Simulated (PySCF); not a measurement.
## Excitation energy of Si⁺ by level of theory

Si⁺ [Ne] 3s2 3p1 (2P) → Si⁺ [Ne] 3s1 3p2 (4P), as a difference of total energies. All numbers are calculated (PySCF 2.14, the spin-free X2C one-electron Hamiltonian (Gaussian nucleus), in x2c-QZVPPall with one added diffuse shell each of s, p, d, f type (10s7p5d3f1g, 86 functions)). Correlated levels: valence: [Ne] frozen. The calculations carry no spin-orbit coupling.

Problem. Order these methods by the excitation energy they give, lowest first.
A. MP2 (valence)
B. SCS-MP2 (valence)
C. UHF
D. CCSD(T) (valence)

Solution. C (3.926 eV), A (4.844 eV), D (5.162 eV), B (5.208 eV).

Errors of the correlated levels include the incompleteness of this basis and the frozen core.

For comparison: 5.308 eV (measured; NIST levels, between the centres of gravity of the two terms).
